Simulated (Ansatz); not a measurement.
`[F][GaH][Br]` + H₂ → `[GaH2][Br]` + H–F at 400 K and 1 bar (hydrogenolysis of a Ga–F bond).

Program: Ansatz. Geometries: PBE0-D4/def2-TZVP. ΔE: electronic, gas phase. CBS: MP2 limit from def2 TZ/QZ plus the TZ coupled-cluster correction, frozen cores. This one scheme is used for every species. For Br, Ga outer-core shells are correlated without core-valence functions, which leaves a few kJ/mol of doubt a bond. Scalar relativity is left out up to krypton.

```tsv
species	CCSD(T)/CBS energy (Eh)	H − E (kJ/mol)	S (J/(mol·K))
`[F][GaH][Br]`	-4597.74300	46.2	325.2
H₂	-1.17544	38.0	139.0
`[GaH2][Br]`	-4498.49736	54.9	292.5
H–F	-100.39570	36.5	182.2
```

H − E and S are ideal-gas, rigid-rotor, harmonic terms from PBE0-D4/def2-TZVP. The MP2-based limit puts H₂ 0.8 mEh under its directly extrapolated value; such offsets cancel only in part. 1 Eh = 2625.50 kJ/mol, R = 8.31446 J/(mol·K).

Question: By hand: ΔE, ΔH, ΔS and ΔG.

Answer: ΔE = (-4498.49736) + (-100.39570) − (-4597.74300) − (-1.17544) = 0.02538 Eh = 66.6 kJ/mol. Δ(H − E) = 54.9 + 36.5 − 46.2 − 38.0 = 7.2, so ΔH = 73.8 kJ/mol. ΔS = 292.5 + 182.2 − 325.2 − 139.0 = 10.5 J/(mol·K). ΔG = 73.8 − 400 × (10.5)/1000 = 69.6 kJ/mol.

Question: By hand: the equilibrium constant, and the temperature at which ΔG would vanish if ΔH and ΔS stayed fixed.

Answer: log₁₀ K = −ΔG/(RT ln 10) = -9.1. ΔG = 0 at ΔH/ΔS = 7029 K, far beyond where these terms or the molecules hold.

The number of gas molecules stays the same, so ΔS is small and ΔH decides. A doubt of 5 kJ/mol in ΔE shifts log₁₀ K by 0.7 here. These are equilibria of isolated gas molecules and say nothing of rates. Largest T1 diagnostic: 0.012 (customary marks: 0.02 for closed shells, 0.045 for open ones).
